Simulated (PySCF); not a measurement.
Calculation: M06-2X/def2-TZVP // B3LYP-D3(BJ)/def2-SVP in PySCF 2.14.0. All species are isolated molecules in the gas phase. One relaxed conformer stands for a flexible species; it need not be the lowest. Delta-SCF ions had no search for a lower state. Excitations are Tamm–Dancoff values on a coarser integration grid. The basis has no diffuse functions, so Rydberg states are missing or too high.

Reference species (SMILES): `C[O][Sn]([O]C)([O]C)[O]C` (neutral, multiplicity 1).

```
Quantity                                  Result
--------------------------------------  --------
vertical ionisation energy (Delta-SCF)  10.25 eV
S1 oscillator strength                     0.000
HOMO                                    -9.58 eV
S1 excitation (TDA)                      5.44 eV
```

Changed species: `C[O][SnH3]` (3 of 4 OCH3 replaced by H; the reference has 0 of 4 OCH3 replaced by H).

Question: Predict the effect on the vertical ionisation energy (Delta-SCF), S1 oscillator strength, HOMO and S1 excitation (TDA).

Answer: the vertical ionisation energy (Delta-SCF) falls by 0.42 eV, to 9.83 eV; the S1 oscillator strength stays essentially unchanged; the HOMO rises by 0.57 eV, to -9.01 eV; the S1 excitation (TDA) increases by 0.43 eV, to 5.87 eV.
